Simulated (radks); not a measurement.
All-electron atom: Cr in [Ar] 3d5 4s1.

Method: Dirac Kohn-Sham, PBE, spin-unpolarised, spherical densities, finite nucleus; open shells fill j = l - 1/2 first; Fermi nuclear charge, rms radius 3.6452 fm; computed with a radial shooting solver on a logarithmic mesh with Libxc functionals.

Energy parts (eV):
part                      energy
total                 -28586.816
kinetic                28922.533
electron-nucleus      -68270.070
Hartree                12084.273
exchange-correlation   -1323.551

Orbitals (lengths in bohr, moments of r in powers of bohr; r(90%) holds 90 % of the orbital's charge):
[
 {"orbital": "1s1/2", "occ.": "2", "eigenvalue (eV)": "-5879.733", "r(90%)": "0.113", "<r^4>": "0.00007591", "<r>": "0.06355", "small-component weight": "7.42e-03"},
 {"orbital": "2s1/2", "occ.": "2", "eigenvalue (eV)": "-666.8951", "r(90%)": "0.455", "<r^4>": "0.01806", "<r>": "0.2929", "small-component weight": "1.33e-03"},
 {"orbital": "2p1/2", "occ.": "2", "eigenvalue (eV)": "-566.2356", "r(90%)": "0.424", "<r^4>": "0.01379", "<r>": "0.2579", "small-component weight": "1.31e-03"},
 {"orbital": "2p3/2", "occ.": "4", "eigenvalue (eV)": "-557.5871", "r(90%)": "0.428", "<r^4>": "0.01432", "<r>": "0.2608", "small-component weight": "1.29e-03"},
 {"orbital": "3s1/2", "occ.": "2", "eigenvalue (eV)": "-73.9350", "r(90%)": "1.35", "<r^4>": "1.446", "<r>": "0.9019", "small-component weight": "2.79e-04"},
 {"orbital": "3p1/2", "occ.": "2", "eigenvalue (eV)": "-46.0748", "r(90%)": "1.49", "<r^4>": "2.123", "<r>": "0.9601", "small-component weight": "2.43e-04"},
 {"orbital": "3p3/2", "occ.": "4", "eigenvalue (eV)": "-45.0586", "r(90%)": "1.50", "<r^4>": "2.208", "<r>": "0.9692", "small-component weight": "2.39e-04"},
 {"orbital": "3d3/2", "occ.": "4", "eigenvalue (eV)": "-2.9329", "r(90%)": "2.81", "<r^4>": "41.02", "<r>": "1.513", "small-component weight": "1.25e-04"},
 {"orbital": "3d5/2", "occ.": "1", "eigenvalue (eV)": "-2.8559", "r(90%)": "2.83", "<r^4>": "42.76", "<r>": "1.525", "small-component weight": "1.24e-04"},
 {"orbital": "4s1/2", "occ.": "1", "eigenvalue (eV)": "-4.0022", "r(90%)": "5.29", "<r^4>": "336.5", "<r>": "3.437", "small-component weight": "2.22e-05"}
]

The highest occupied level is 3d5/2 at -2.856 eV. For comparison, the ionisation energy in NIST's Atomic Spectra Database is 6.767 eV (measured). In exact Kohn-Sham theory the highest level is minus the ionisation energy, but local and semilocal functionals leave it too shallow, through self-interaction and a potential that decays too fast; potentials with the right tail come closer. The electron density at the nucleus is 1.144e+04 e/bohr^3. Summed over all electrons, <r^2> = 39.65 bohr^2, which gives a Langevin (diamagnetic) susceptibility term of -31.4 x 10^-6 cm^3/mol. The density falls to 0.001 e/bohr^3 at r = 4.49 bohr.

Beside tabulated values, note that spin-unpolarised runs miss the spin-polarisation part of the exchange energy of open shells.
